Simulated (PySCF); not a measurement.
Basis-set dependence of SiI⁺ at CCSD(T)

PySCF, RHF reference; singlet, unpaired electrons none; De to Si⁺ + I without counterpoise correction. Frozen cores follow the default of each basis and core potential.

```
                 basis                           relativity  functions  Re (Å)  ωe (cm⁻¹)  De (eV)  frozen orbitals
cc-pV(D+d)Z/cc-pVDZ-PP  scalar-relativistic core potentials         46   2.345        448     3.83                9
            x2c-SVPall                        spin-free X2C         54   2.341        449     3.84               23
             def2-SVPD  scalar-relativistic core potentials         59   2.345        442     3.81                9
           def2-TZVPPD  scalar-relativistic core potentials        107   2.319        455     4.16                9
```

How does each smaller set differ from the one with most functions, def2-TZVPPD?

cc-pV(D+d)Z/cc-pVDZ-PP: +2.6 pm, -1.5 % in ωe, -0.33 eV in De; x2c-SVPall: +2.2 pm, -1.3 % in ωe, -0.32 eV in De; def2-SVPD: +2.6 pm, -2.9 % in ωe, -0.35 eV in De. All at CCSD(T); the set with most functions is neither the basis-set limit nor always the best. The rows treat relativity differently, so the differences are not basis effects alone.

Correlated steps freeze the inner cores (9 to 23 orbitals); shallow outer-core shells are correlated. Correlated levels converge slowly with the basis: in double zeta they bind strong bonds too weakly, by up to about 1 eV, and carry superposition errors of some tenths. These are scalar-relativistic numbers at best; spin–orbit coupling would shift them, the dissociation energy most. For an ion De counts to the pair picked by the measured ionisation energies or electron affinities, which need not be the lowest pair at this level. Where the molecule has an RHF reference, its open-shell atoms are computed with UHF. The CCSD T1 diagnostic is raised in SiI⁺, a sign that a single reference may not be enough there.
